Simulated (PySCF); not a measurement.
C2H7F2NSi, SMILES N[SiH2]CC(F)F. Atoms are numbered in the order given.

```xyz
13

N      2.8249    -0.3019    -0.0367
Si     1.2149     0.3536    -0.1939
C     -0.1792    -0.8664     0.3178
C     -1.5874    -0.3258     0.1999
F     -1.7343     0.7892     0.9890
F     -1.8432     0.0501    -1.0967
H      3.1288    -1.0382    -0.6783
H      3.2070    -0.4685     0.8973
H      1.1384     1.5629     0.6920
H      1.0228     0.7185    -1.6371
H     -0.0953    -1.7813    -0.3065
H     -0.0056    -1.1816     1.3687
H     -2.3820    -1.0504     0.4981
```
Charge 0, spin multiplicity 1.

Geometry: PBE-D3(BJ)/def2-SVP. A frequency run showed that this geometry is not a minimum. The structure was generated by enumeration, and PubChem lists no compound with its InChIKey, so it may never have been made. One conformer was computed; it need not be the lowest.

Method: PBE-D3(BJ)/def2-SVP run with PySCF.

Frequencies are harmonic and unscaled.

Task: Give all harmonic wavenumbers and intensities. (An estimate is asked for; the answer gives what the named calculation found.)

Result: 
```
mode  ν (cm⁻¹)  IR (km/mol)   moving atoms (share of kinetic energy)
----  --------  -----------  ---------------------------------------
1          32i          0.9          H 33 %, Si 30 %, F 19 %, N 18 %
2           89          0.0           F 58 %, C 16 %, H 15 %, N 11 %
3          133          0.3  F 32 %, Si 26 %, N 15 %, C 14 %, H 13 %
4          191         15.2                                   H 97 %
5          214         10.5          N 31 %, Si 26 %, F 20 %, H 19 %
6          355          0.8                   F 45 %, H 37 %, C 16 %
7          371        214.1                           H 73 %, N 26 %
8          458         12.2                          H 88 %, Si 10 %
9          491          3.7                           F 71 %, C 22 %
10         585         10.3          C 49 %, Si 24 %, H 14 %, F 12 %
11         644          5.3                                   H 90 %
12         712         56.0           C 50 %, F 26 %, H 15 %, Si 9 %
13         822         23.7                  N 47 %, H 30 %, Si 22 %
14         829          3.5                    H 57 %, C 30 %, F 8 %
15         861        171.4                          H 75 %, Si 12 %
16         882         60.7                           H 85 %, Si 8 %
17         883         28.9                           H 80 %, N 15 %
18         922         24.9                           H 55 %, C 33 %
19         996        143.4                   H 47 %, C 28 %, F 23 %
20        1118        101.6                   C 51 %, F 25 %, H 23 %
21        1161         47.6                    H 62 %, C 29 %, F 9 %
22        1208        112.6                           C 58 %, H 40 %
23        1332         63.9                           H 72 %, C 27 %
24        1346         20.8                           H 81 %, C 17 %
25        1367         26.3                           H 85 %, C 14 %
26        1496         29.9                           H 90 %, N 10 %
27        2180         80.4                                   H 98 %
28        2190        117.6                                   H 96 %
29        2954         74.0                                   H 92 %
30        2991          8.3                                   H 94 %
31        3047          3.9                            H 91 %, C 9 %
32        3491         19.9                                   H 96 %
33        3586         21.3                            H 91 %, N 9 %
```
